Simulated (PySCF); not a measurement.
**Electron correlation in C⁺ (carbon, charge +1)**

[He] 2s1 2p1 3s1, high-spin 4P determinant (an excited configuration). Calculation: PySCF 2.14, in dyall-acv3z; the spin-free X2C one-electron Hamiltonian (Gaussian nucleus). Frozen: 1s2; 3 electrons correlated; the 18 highest virtual orbitals of each spin left out.

```
  level  correlation energy (mhartree)
   CCSD                         -12.45
    (T)                          -0.10
CCSD(T)                         -12.55
```

Diagnostics: T1 = 0.0081, D1 = 0.0192, largest double amplitude 0.050.

Q: Is a single reference adequate?

A: Yes: T1 lies below 0.03 and no double amplitude reaches 0.07.
